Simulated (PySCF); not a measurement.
# Gas-phase XPS of `C[CH2][Ge@@H]([NH2])[SiH3]`, computed

Species: C₂H₁₁GeNSi.
SMILES with atom numbers: `[CH3:1][CH2:2][Ge@@H:3]([NH2:4])[SiH3:5]`

Computed, not measured: PySCF, delta-SCF UKS SCAN, pcX-2 on the ionised atom, pcseg-1 elsewhere, spin-free X2C. Each binding energy is the total energy of the core-ionised species, with the hole localised on one atom, minus that of the ground state; both are solved self-consistently, so orbital relaxation is included.

Q: Give the core binding energies atom by atom.

A: 
| atom(s) | bonded to | level | binding energy (eV) | 2p1/2 (eV) | above the level's lowest (eV) | count |
| --- | --- | --- | --- | --- | --- | --- |
| Si5 | 3 H and Ge | Si 2p3/2 | 106.32 | 106.95 | 0.00 | 1 |
| C2 | C, 2 H and Ge | C 1s | 289.97 | – | 0.00 | 1 |
| C1 | C and 3 H | C 1s | 290.64 | – | +0.67 | 1 |
| N4 | 2 H and Ge | N 1s | 404.15 | – | 0.00 | 1 |
| Si5 | 3 H and Ge | Si 1s | 1846.03 | – | 0.00 | 1 |

The listed C 1s values span 0.67 eV, from C2 (bonded to C, 2 H and Ge) to C1 (bonded to C and 3 H). Summing the Pauling electronegativity differences to the bonded atoms, each weighted by its formal bond order, gives -1.24 for the lowest site and -1.05 for the highest.

Q: Which photon energy gives electrons from C 1s of C2 a kinetic energy of 200 eV, and what is their de Broglie wavelength?

A: hν = 289.97 + 200 = 489.97 eV, recoil neglected; λ = 12.264 Å/√(E/eV) = 0.87 Å.

Q: What is the longest wavelength that can ionise C 1s of C2 vertically?

A: λ = hc/E = 12398.42 eV Å / 289.97 eV = 42.758 Å.

2p3/2 and 2p1/2 are the ΔSCF energy of one spin-free 2p hole plus the eigenvalues of a spin–orbit and ligand-field matrix of the shell. 2p1/2 minus 2p3/2 (ligand field included): Si 0.62 eV. No level of germanium is listed. One conformer (not necessarily the lowest) at the PBE0-D3(BJ)/def2-SVP geometry, without solvent, vibrations or thermal averaging.

Shape of the structure used: `[CH3:1][CH2:2][Ge@@H:3]([NH2:4])[SiH3:5]`: C1–C2–Ge3–N4 -60°, H–N4–Ge3–C2 -58°, H–N4–Ge3–C2 67°.
